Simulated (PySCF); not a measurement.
AlGeH₅O₃, SMILES [OH][Al]([OH])[O][GeH3].

The structure is a stationary point at ωB97X-D3(BJ)/def2-SVP. The structure was generated by enumeration; whether it is a known compound was not checked. Other conformers were not sampled.

These are TDA-CAM-B3LYP/def2-SVPD run with PySCF values and carry that method's errors.

Vertical excitations. Isolated molecule, no solvent.

```csv
state,energy (eV),λ (nm),f,main pairs
S1,6.72,185,0.000,"HOMO−1→LUMO 62 %, HOMO→LUMO 24 %"
S2,6.74,184,0.013,"HOMO→LUMO 64 %, HOMO−1→LUMO 24 %"
S3,6.99,177,0.000,HOMO−2→LUMO 88 %
S4,7.64,162,0.005,HOMO−3→LUMO 72 %
S5,7.67,162,0.110,HOMO−4→LUMO 70 %
S6,7.82,159,0.159,HOMO−5→LUMO 71 %
S7,8.04,154,0.026,"HOMO−1→LUMO+1 61 %, HOMO→LUMO+1 23 %"
S8,8.05,154,0.099,"HOMO→LUMO+1 56 %, HOMO−1→LUMO+1 22 %, HOMO−5→LUMO 9 %"
S9,8.43,147,0.005,"HOMO→LUMO+4 66 %, HOMO−1→LUMO+4 16 %"
S10,8.48,146,0.092,"HOMO−1→LUMO+2 36 %, HOMO−6→LUMO 13 %, HOMO→LUMO+2 10 %, HOMO−1→LUMO+5 7 %"
T1,6.40,194,0,HOMO→LUMO 74 %
T2,6.42,193,0,HOMO−1→LUMO 72 %
T3,6.66,186,0,HOMO−2→LUMO 82 %
T4,7.13,174,0,HOMO−4→LUMO 66 %
```
Triplets are in the Tamm–Dancoff approximation.
